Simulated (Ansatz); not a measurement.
C2H6FNSi can be A, `CN(C)[Si]F`, or B, `C=N[SiH](C)F`.

Isolated molecules relaxed with PBE0-D4/def2-TZVP in Ansatz; ΔE leaves out vibrations. CCSD(T)/CBS is the MP2 limit (def2-TZVPP, def2-QZVPP) plus CCSD(T) − MP2 in def2-TZVPP, frozen cores. DFT in def2-TZVPP. B3LYP here is the variant with VWN-RPA as its local correlation; programs differ in this. Each species was taken in one conformer, which may not be the lowest.

A:

```xyz
11

C     1.360    0.187   -0.272
N     0.008   -0.317   -0.174
C    -0.889    0.558    0.546
Si   -0.352   -1.826   -0.892
F    -1.931   -1.945   -0.524
H     1.986   -0.519   -0.826
H     1.803    0.329    0.721
H     1.388    1.150   -0.795
H    -0.535    0.721    1.571
H    -1.886    0.124    0.586
H    -0.952    1.538    0.058
```

B:

Z-matrix (Å, degrees):
```
Si
N 1 1.724
F 1 1.609 2 111.6
C 1 1.849 2 109.4 3 -120.2
H 1 1.481 2 107.1 3 116.7
C 2 1.257 1 127.9 3 -0.1
H 4 1.093 1 110.7 2 60.8
H 4 1.092 1 110.7 2 -179.0
H 4 1.092 1 110.3 2 -59.0
H 6 1.097 2 120.3 1 179.9
H 6 1.100 2 124.1 1 -0.1
```

Question: Which is lower in electronic energy at CCSD(T)/CBS, and by how much? (An estimate is asked.)

Answer: The calculation gave: B, by 14.7 kcal/mol.

Question: Give E(B) − E(A) in kcal/mol with B3LYP-D4, LDA (SPW92), B3LYP, HF/def2-TZVPP, PBE0-D4, MP2/def2-TZVPP, CCSD(T)/def2-TZVPP. (Estimate.)

Answer: Ansatz gave: B3LYP-D4 -13.6, LDA (SPW92) -5.1, B3LYP -14.5, HF/def2-TZVPP -21.8, PBE0-D4 -12.2, MP2/def2-TZVPP -15.0, CCSD(T)/def2-TZVPP -14.3. None reverses the order clearly.

Question: Does the order hold for the free energy at 298.15 K (harmonic terms from PBE0-D4)? (Estimate.)

Answer: Computed: Yes: G(B) − G(A) = -19.0 kcal/mol, for one conformer each.

Largest T1 diagnostic: 0.013.

In def2-TZVPP, CCSD(T) changes the Hartree–Fock value by +7.5 kcal/mol (the triples alone add +0.4 kcal/mol) and MP2 by +6.7 kcal/mol. At CCSD(T), def2-SVP lies +5.5 kcal/mol from the extrapolated value and def2-TZVPP +0.4 kcal/mol.
